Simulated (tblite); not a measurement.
Compound: C6H11B.
SMILES with atom numbers: `[BH2:1]/[C:2]([CH:3]=[CH2:4])=[CH:5]\[CH2:6][CH3:7]` (hydrogens: H8, H9 on B1; H10 on C3; H11, H12 on C4; H13 on C5; H14, H15 on C6; H16, H17, H18 on C7)

Computed with GFN2-xTB (tblite), gas phase: L-BFGS steps from a force-field or distance-geometry start until the largest atomic force falls under 0.01 eV/Å.

Step 103: E = -533.8068 eV
```
atom  x, y, z in Å  |  force x, y, z in eV/Å
B1      1.1446    1.1962   -0.8169   -0.016  -0.014   0.011
C2      0.6865    0.2452    0.3220   -0.036   0.006   0.033
C3      1.6608   -0.4227    1.1879    0.025  -0.009  -0.018
C4      2.9815   -0.3603    1.0643   -0.043   0.008   0.051
C5     -0.6129   -0.0239    0.5615   -0.034   0.008   0.014
C6     -1.7742    0.4376   -0.2520    0.005   0.006   0.014
C7     -2.4290   -0.7509   -0.9612    0.007   0.032  -0.015
H8      0.5862    2.2076   -0.9934   -0.010   0.042  -0.014
H9      2.0439    0.9321   -1.5118    0.062  -0.052  -0.006
H10     1.2334   -1.0142    1.9927    0.034  -0.004  -0.047
H11     3.6346   -0.8952    1.7332    0.008   0.006   0.012
H12     3.4562    0.2198    0.2938    0.020   0.005  -0.025
H13    -0.8833   -0.7072    1.3628    0.028   0.013  -0.008
H14    -2.5149    0.9035    0.4058   -0.001  -0.025   0.019
H15    -1.4565    1.1726   -0.9901    0.002  -0.007  -0.013
H16    -3.2662   -0.4111   -1.5661   -0.031  -0.039   0.019
H17    -1.7123   -1.2478   -1.6121    0.014   0.021   0.003
H18    -2.7871   -1.4748   -0.2319   -0.034   0.003  -0.030
```

Step 104: E = -533.8075 eV
```
atom  x, y, z in Å  |  force x, y, z in eV/Å
B1      1.1418    1.1871   -0.8201    0.004  -0.018   0.005
C2      0.6859    0.2371    0.3208   -0.028   0.009   0.051
C3      1.6628   -0.4285    1.1858    0.059  -0.008  -0.020
C4      2.9841   -0.3483    1.0705   -0.073   0.000   0.032
C5     -0.6136   -0.0295    0.5616   -0.032   0.011   0.023
C6     -1.7730    0.4383   -0.2514    0.006   0.010   0.017
C7     -2.4323   -0.7471   -0.9622    0.007   0.032  -0.022
H8      0.5922    2.2049   -0.9879   -0.006   0.041  -0.016
H9      2.0318    0.9133   -1.5239    0.052  -0.045  -0.003
H10     1.2392   -1.0314    1.9845    0.031   0.002  -0.057
H11     3.6411   -0.8833    1.7360   -0.004   0.016   0.013
H12     3.4560    0.2440    0.3068    0.009   0.000  -0.013
H13    -0.8853   -0.7115    1.3636    0.028   0.013  -0.012
H14    -2.5117    0.9081    0.4065    0.007  -0.037   0.011
H15    -1.4500    1.1730   -0.9880   -0.008  -0.019  -0.009
H16    -3.2660   -0.4027   -1.5703   -0.021  -0.048   0.033
H17    -1.7159   -1.2478   -1.6112    0.001   0.028   0.014
H18    -2.7958   -1.4691   -0.2328   -0.032   0.016  -0.046
```

Problem. Estimate the geometry and energy of step 105. (The exact step hangs on the optimiser's Hessian estimate; all steps are aligned on step 104, rigid shifts and turns removed.)

Solution. E = -533.8091 eV, largest force 0.085 eV/Å
```
atom  x, y, z in Å  |  force x, y, z in eV/Å
B1      1.1352    1.1700   -0.8288    0.039  -0.032   0.014
C2      0.6833    0.2259    0.3188   -0.001   0.014   0.066
C3      1.6659   -0.4355    1.1818    0.064  -0.010  -0.006
C4      2.9870   -0.3287    1.0819   -0.075  -0.040  -0.009
C5     -0.6159   -0.0376    0.5637   -0.009   0.021   0.036
C6     -1.7732    0.4408   -0.2463    0.009  -0.006   0.013
C7     -2.4349   -0.7385   -0.9658    0.012   0.023  -0.014
H8      0.5979    2.1947   -0.9930   -0.004   0.040  -0.020
H9      2.0169    0.8802   -1.5375    0.041  -0.033  -0.009
H10     1.2497   -1.0552    1.9714    0.009   0.007  -0.058
H11     3.6496   -0.8653    1.7419   -0.034   0.042   0.010
H12     3.4550    0.2766    0.3258    0.008   0.017  -0.007
H13    -0.8868   -0.7177    1.3669    0.016   0.007  -0.008
H14    -2.5098    0.9100    0.4145    0.005  -0.044   0.003
H15    -1.4432    1.1788   -0.9766   -0.025  -0.024  -0.012
H16    -3.2655   -0.3910   -1.5765   -0.020  -0.037   0.041
H17    -1.7171   -1.2386   -1.6143   -0.004   0.031   0.021
H18    -2.8027   -1.4622   -0.2398   -0.029   0.022  -0.060
```

The energy changes by -0.0016 eV. The first-order estimate −F·Δx gives -0.0022 eV and the mean of the old and new forces, exact on a quadratic surface, -0.0016 eV. The step makes an angle of 82° with the force vector and moves no atom by more than 0.039 Å.

What follows is the cost of the whole relaxation. Hardware: one thread, Arm Neoverse V2 (aarch64), on a shared host. Cost: 0.58 s wall.
